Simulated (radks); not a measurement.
Values are calculated unless marked as measured or tabulated.
Task: Ionisation ladder of chlorine, from Cl I to Cl VI. Each ion is in the ground configuration listed by NIST, and IE = E(next ion) - E(this ion). Code: a radial shooting solver on a logarithmic mesh with Libxc functionals. Model: scalar-relativistic Kohn-Sham, LDA (Slater exchange, Perdew-Wang correlation), spin-unpolarised, spherical densities, finite nucleus; Fermi nuclear charge, rms radius 3.3654 fm.

| species | configuration | IE, Delta-SCF (eV) | <r> HOMO (bohr) |
|---|---|---|---|
| Cl I | [Ne] 3s2 3p5 | ? | 1.84 |
| Cl II | [Ne] 3s2 3p4 | 25.527 | 1.71 |
| Cl III | [Ne] 3s2 3p3 | ? | 1.60 |
| Cl IV | [Ne] 3s2 3p2 | 52.371 | 1.51 |
| Cl V | [Ne] 3s2 3p1 | 67.283 | 1.44 |
| Cl VI | [Ne] 3s2 | ? | 1.31 |

Estimate the withheld Delta-SCF values.

Result: Cl I: 13.969 eV (NIST 12.968); Cl III: 38.396 eV (NIST 39.8); Cl VI: 97.819 eV (NIST 96.94).

Beside tabulated values, note that spin-unpolarised runs miss the spin-polarisation part of the exchange energy of open shells.
